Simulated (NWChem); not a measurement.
System: C2H2Cl2Si; SMILES [SiH](Cl)(C#C)Cl

NWChem input:

```
start job
memory heap 200 mb stack 900 mb global 1100 mb
geometry units angstroms
  Si    -0.053469     0.145197     0.536182
  Cl    -0.523680     1.646162    -0.728338
  Cl    -1.112655    -1.507403     0.065591
  C      1.743846    -0.240223     0.340403
  C      2.909824    -0.495194     0.196199
  H     -0.340790     0.543561     1.905760
  H      3.930854    -0.718736     0.074025
end
basis spherical
  * library def2-svp
end
dft
  xc pbe0
  iterations 150
end
driver
  maxiter 120
end
task dft optimize
task dft freq
```

NWChem printed, in part:

```
             Northwest Computational Chemistry Package (NWChem) 7.3.0
             --------------------------------------------------------

 C1  symmetry detected

                             Geometry "geometry" -> ""
                             -------------------------

 Output coordinates in angstroms (scale by  1.889725989 to convert to a.u.)

  No.       Tag          Charge          X              Y              Z
 ---- ---------------- ---------- -------------- -------------- --------------
    1 Si                  14.0000     0.00026806     0.03515267     0.54231765
    2 Cl                  17.0000     1.64993935     0.91837128    -0.21366824
    3 Cl                  17.0000    -1.65492043     0.90894879    -0.21349253
    4 C                    6.0000     0.00487138    -1.74163476     0.03219567
    5 C                    6.0000     0.00727137    -2.89216586    -0.31649062
    6 H                    1.0000    -0.00006512     0.14661017     1.99303066
    7 H                    1.0000     0.00813415    -3.90038517    -0.61797504

 Effective nuclear repulsion energy (a.u.)     309.2010440043

                                Z-matrix (autoz)
                                --------

 Units are Angstrom for bonds and degrees for angles

      Type          Name      I     J     K     L     M      Value
      ----------- --------  ----- ----- ----- ----- ----- ----------
    1 Stretch                  1     2                       2.01817
    2 Stretch                  1     3                       2.01852
    3 Stretch                  1     4                       1.84857
    4 Stretch                  1     6                       1.45499
    5 Stretch                  4     5                       1.20221
    6 Stretch                  5     7                       1.05233
    7 Bend                     2     1     3               109.91158
    8 Bend                     2     1     4               108.37493
    9 Bend                     2     1     6               109.88614
   10 Bend                     3     1     4               108.34836
   11 Bend                     3     1     6               109.87621
   12 Bend                     4     1     6               110.41230
   13 Bend                     5     1     2               108.21634
   14 Bend                     5     1     3               108.17108
   15 Bend                     5     1     6               110.74383
   16 Bend                     7     1     2               108.19622
   17 Bend                     7     1     3               108.11372
   18 Bend                     7     1     6               110.82016
   19 Torsion                  1     2     4     5         178.79946
   20 Torsion                  1     3     4     5        -178.84628
   21 Torsion                  1     6     4     5        -179.94324
   22 Torsion                  1     2     5     7         179.35373
   23 Torsion                  1     3     5     7        -179.54085
   24 Torsion                  1     6     5     7        -179.76007

                           NWChem Geometry Optimization
                           ----------------------------

 maximum gradient threshold         (gmax) =   0.000450
 rms gradient threshold             (grms) =   0.000300
 maximum cartesian step threshold   (xmax) =   0.001800
 rms cartesian step threshold       (xrms) =   0.001200
 fixed trust radius                (trust) =   0.300000
 source of zmatrix                         =   autoz

          -------------------
          Energy Minimization
          -------------------

 Using diagonal initial Hessian
 Scaling for Hessian diagonals: bonds = 1.00  angles = 0.25  torsions = 0.10

          --------
          Step   0

                                 NWChem DFT Module
                                 -----------------

[...]

      ----------------------
      Optimization converged
      ----------------------

  Step       Energy      Delta E   Gmax     Grms     Xrms     Xmax
  ---- ---------------- -------- -------- -------- -------- --------
@    5   -1286.38687091 -5.4D-07  0.00006  0.00003  0.00050  0.00106
                                     ok       ok       ok       ok

                                Z-matrix (autoz)
                                --------

 Units are Angstrom for bonds and degrees for angles

      Type          Name      I     J     K     L     M      Value     Gradient
      ----------- --------  ----- ----- ----- ----- ----- ---------- ----------
    1 Stretch                  1     2                       2.05405    0.00006
    2 Stretch                  1     3                       2.05406    0.00006
    3 Stretch                  1     4                       1.81882   -0.00001
    4 Stretch                  1     6                       1.47894   -0.00004
    5 Stretch                  4     5                       1.21639    0.00006
    6 Stretch                  5     7                       1.07640   -0.00000
    7 Bend                     2     1     3               109.34839   -0.00003
    8 Bend                     2     1     4               109.05894   -0.00001
    9 Bend                     2     1     6               108.88908    0.00002
   10 Bend                     3     1     4               109.04536   -0.00002
   11 Bend                     3     1     6               108.89200    0.00002
   12 Bend                     4     1     6               111.57954    0.00002
   13 Bend                     5     1     2               109.25210   -0.00001
   14 Bend                     5     1     3               109.22548   -0.00002
   15 Bend                     5     1     6               111.20928    0.00003
   16 Bend                     7     1     2               109.30189   -0.00001
   17 Bend                     7     1     3               109.26812   -0.00002
   18 Bend                     7     1     6               111.11742    0.00003
   19 Torsion                  1     2     4     5        -178.70477   -0.00001
   20 Torsion                  1     3     4     5         178.67472    0.00001
   21 Torsion                  1     6     4     5        -179.96366    0.00000
   22 Torsion                  1     2     5     7        -179.35823   -0.00000
   23 Torsion                  1     3     5     7         179.32451    0.00000
   24 Torsion                  1     6     5     7        -179.95695    0.00000

                         Geometry "geometry" -> "geometry"
                         ---------------------------------

 Output coordinates in angstroms (scale by  1.889725989 to convert to a.u.)

[...]

 Rotational Constants
 --------------------
 A=   0.079077 cm-1  (  0.113772 K)
 B=   0.073227 cm-1  (  0.105354 K)
 C=   0.041129 cm-1  (  0.059175 K)

 Temperature                      =   298.15K
 frequency scaling parameter      =   1.0000

 Zero-Point correction to Energy  =   20.046 kcal/mol  (  0.031945 au)
 Thermal correction to Energy     =   24.027 kcal/mol  (  0.038289 au)
 Thermal correction to Enthalpy   =   24.619 kcal/mol  (  0.039233 au)

 Total Entropy                    =   81.588 cal/mol-K
   - Translational                =   40.339 cal/mol-K (mol. weight = 123.9303)
   - Rotational                   =   28.294 cal/mol-K (symmetry #  =        1)
   - Vibrational                  =   12.955 cal/mol-K

 Cv (constant volume heat capacity) =   20.648 cal/mol-K
   - Translational                  =    2.979 cal/mol-K
   - Rotational                     =    2.979 cal/mol-K
   - Vibrational                    =   14.689 cal/mol-K

[normal modes left out]

 ----------------------------------------------------------------------------
 Normal Eigenvalue ||           Projected Infra Red Intensities
  Mode   [cm**-1]  || [atomic units] [(debye/angs)**2] [(KM/mol)] [arbitrary]
 ------ ---------- || -------------- ----------------- ---------- -----------
    1       -0.000 ||    0.000554           0.013         0.540       0.118
    2       -0.000 ||    0.000001           0.000         0.001       0.000
    3        0.000 ||    0.000117           0.003         0.114       0.025
    4        0.000 ||    0.000111           0.003         0.108       0.024
    5        0.000 ||    0.000229           0.005         0.224       0.049
    6        0.000 ||    0.000146           0.003         0.142       0.031
    7      109.095 ||    0.000605           0.014         0.590       0.129
    8      145.987 ||    0.003498           0.081         3.410       0.747
    9      185.072 ||    0.001288           0.030         1.256       0.275
   10      335.904 ||    0.016410           0.379        15.998       3.506
   11      345.867 ||    0.028151           0.649        27.443       6.014
   12      520.475 ||    0.050687           1.169        49.412      10.828
   13      609.098 ||    0.138779           3.202       135.289      29.646
   14      676.178 ||    0.091917           2.121        89.605      19.636
   15      758.406 ||    0.026273           0.606        25.612       5.613
   16      758.494 ||    0.029963           0.691        29.209       6.401
   17      813.255 ||    0.212526           4.903       207.181      45.400
   18      816.448 ||    0.170784           3.940       166.489      36.483
   19     2173.788 ||    0.076577           1.767        74.651      16.359
   20     2309.196 ||    0.076847           1.773        74.914      16.416
   21     3471.817 ||    0.057578           1.328        56.130      12.300
 ----------------------------------------------------------------------------
```

Level: PBE0/def2-SVP.
